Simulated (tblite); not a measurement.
Os, quintet (GFN-xTB shapes and energies of metal compounds can be far from the true ones); GFN1-xTB (tblite).

Input for tblite:
```
$ tblite run mol.xyz --method gfn1 --charge 0 --spin 4 --efield 0,0,0.1 --json tblite.json --no-restart

# file mol.xyz
1

Os     0.00000000     0.00000000     0.00000000
```

What the program printed (banner, timings and long lists left out):

```
xTB calculator
 | screened Coulomb repulsion
 | Coulomb electrostatics
 |  * isotropic Klopman-Ohno-Mataga-Nishimoto electrostatics
 |  * onsite third-order electrostatics
 | DFT-D3(BJ) dispersion correction
 | Interactions (1)
 | [1] electric field

halogen bonding energy    0.0000000000000E+00 Eh
repulsion energy          0.0000000000000E+00 Eh
dispersion energy         0.0000000000000E+00 Eh
interaction energy        0.0000000000000E+00 Eh
number of electrons       8.0000000000000E+00 e
integral cutoff           3.1236740784742E+01 bohr

------------------------------------------------------------
  cycle        total energy    energy error   density error
------------------------------------------------------------
      1     -3.019958549350  -3.0199585E+00   1.0002515E+00
      2     -3.019958558988  -9.6376493E-09   6.0014923E-01
      3     -3.019958564446  -5.4583476E-09   3.6728701E-05
      4     -3.019958564446  -1.2878587E-14   4.2342861E-06
------------------------------------------------------------

electronic energy        -3.0199585644460E+00 Eh
total energy             -3.0199585644460E+00 Eh

Post processing:
 | Mayer-Wiberg bond orders

[Info] JSON dump of results written to 'tblite.json'
```
